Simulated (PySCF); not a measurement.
C₃H₄O₂Si, SMILES C1C(=O)[SiH2]C1=O.

The structure is a stationary point at B3LYP-D3(BJ)/def2-SVP. The structure was generated by enumeration, and PubChem lists no compound with its InChIKey, so it may never have been made.

Two levels are set side by side: TDDFT-PBE/def2-SVPD (PySCF) and TDDFT-B3LYP/def2-SVPD (PySCF). Vertical, same geometry. The lowest singlet is HOMO→LUMO 100 % with PBE and HOMO→LUMO 98 % with the other functional; states are paired by order. Differences are taken from unrounded values.

| quantity | TDDFT-B3LYP |
|---|---|
| lowest singlet excitation (eV) | 2.45 |
| lowest triplet excitation (TDA) (eV) | 2.06 |
| first bright state (f over 0.05) (eV) | 5.12 |
| its oscillator strength | 0.07 |

Problem. What does TDDFT-PBE give, and how far is it from TDDFT-B3LYP? (An estimate is asked for; the answer gives what the named calculation found.)

Solution. 
```
quantity                               TDDFT-PBE  TDDFT-PBE minus TDDFT-B3LYP
-------------------------------------  ---------  ---------------------------
lowest singlet excitation (eV)              2.02                        -0.43
lowest triplet excitation (TDA) (eV)        1.72                        -0.34
first bright state (f over 0.05) (eV)       4.50                        -0.62
its oscillator strength                     0.05                        -0.02
```

A lower first singlet is the usual sign of a functional without exact exchange. Differences between two approximate levels are no errors against the true value.

Rough cost on one machine, each run with all the roots and properties that it gave: TDDFT-B3LYP against TDDFT-PBE about 3 times.
